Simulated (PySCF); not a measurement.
C₂H₄BCl (SMILES C=CBCl), singlet, geometry from GFN2-xTB. Base run: CCSD(T)/cc-pVDZ (PySCF).

PySCF was given this input:
```python
from pyscf import gto, scf, cc

mol = gto.M(
    atom='''
B    -0.462866   -0.002454    0.331240
H    -1.453524   -0.256740    0.906506
Cl    0.270138    1.501773    0.612033
C     0.184438   -0.993924   -0.666031
C    -0.323324   -2.195007   -0.945934
H     1.101178   -0.710703   -1.172658
H     0.139247   -2.875833   -1.643732
H    -1.231601   -2.541008   -0.479086
''',
    basis='cc-pvdz',
    charge=0,
    spin=0,
    verbose=4,
    max_memory=1800,
)

mf = scf.RHF(mol)
mf.kernel()

mycc = cc.CCSD(mf, frozen=8)
mycc.kernel()
et = mycc.ccsd_t()
print('E(CCSD(T)) = %.10f' % (mycc.e_tot + et))
```

Variants of this job, named by their change:

| change | ΔE vs base (mEh) | MP2 correlation (Eh) | CC correlation without the perturbative part (Eh) | basis functions |
|---|---|---|---|---|
| base | 0.000 | -0.47916 | -0.52407 | 80 |
| method = ccsd | 16.845 | -0.47916 | -0.52407 | 80 |
| method = mp2 | ? | -0.47916 | - | 80 |
| method = cisd | 89.480 | - | - | 80 |

**Question.** Some entries are withheld; supply them.

**Answer.** 
- method = mp2, ΔE vs base (mEh): 61.758
